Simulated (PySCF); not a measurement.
# Relaxation of quartet RuBr₂⁺

Level of theory: UPBE0/[Ru def2-SVP with ECP28, Br def2-SVP], scalar-relativistic core potentials, density fitting, no spin–orbit coupling, PySCF. A (50,194) grid was used.

A hand-made bent start, of C2v symmetry, held to at least that symmetry:

```xyz
3
charge 1 multiplicity 4, angstrom
Ru    0.0000    0.0000   -0.8163
Br    1.9186    0.0000    0.5271
Br   -1.9186    0.0000    0.5271
```

Optimiser trace:
| step | E − E(last) (kJ/mol) | largest gradient (Eh/bohr) |
| --- | --- | --- |
| 0 | 8.05 | 0.02291 |
| 1 | 1.32 | 0.00701 |
| 2 | 0.38 | 0.00272 |
| 3 | 0.25 | 0.00126 |
| 4 | 0.03 | 0.00064 |
| 5 | 0.00 | 0.00027 |
| 6 | 0.00 | 0.00000 |

It ends at C2v with Ru–Br 2.271 Å (×2); Br–Ru–Br 107.7°. A frequency run shows a minimum. Other isomers or separated fragments may lie lower.

Final geometry:
```xyz
3
charge 1 multiplicity 4, angstrom
Ru    0.0000    0.0000   -0.8142
Br    1.8334    0.0000    0.5257
Br   -1.8334    0.0000    0.5257
```

Open d and f shells are described by one determinant, and the ground state may have another occupation or spin. At this level a sextet minimum of C2v symmetry lies 14 kJ/mol below this structure.
